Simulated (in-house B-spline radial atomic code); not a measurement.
A fraction x of an electron is removed from 4p in Se2+, starting from [Ar] 3d10 4s2 4p2 and keeping the highest spin. Computed with an all-electron radial atomic-structure program (B-spline basis): scalar-relativistic (X2C) PBE, spin-polarised, spherical fractional occupations, Fermi nucleus of rms radius 4.14 fm.

```tsv
x	E(x) - E(0) (eV)	4p up level (eV)
0	0.0000	-26.363
0.06	1.6005	-26.986
0.17	4.6320	-28.134
0.32	8.9701	-29.711
0.49	14.1741	-31.515
0.5	14.4898	-31.622
0.59	17.3790	-32.584
0.67	20.0200	-33.443
0.79	24.1107	-34.737
0.99	31.2749	-36.908
1	31.6445	-37.017
```

The exact functional would give a straight line between the two integer points. Deviations E(x) - E(0) - x[E(1) - E(0)], in eV: -0.298 at x = 0.06, -0.748 at x = 0.17, -1.156 at x = 0.32, -1.332 at x = 0.49, -1.332 at x = 0.5, -1.291 at x = 0.59, -1.182 at x = 0.67, -0.888 at x = 0.79, -0.053 at x = 0.99.

The curve lies below the straight line by up to 1.332 eV (at x = 0.49): convex, the delocalisation error that favours fractional charges.

Task: How well does Slater's transition state (minus the level at half occupation) give the ionisation energy?

Result: It gives 31.622 eV against 31.645 eV from the two total energies; NIST lists 31.70 eV, ground level to ground level.
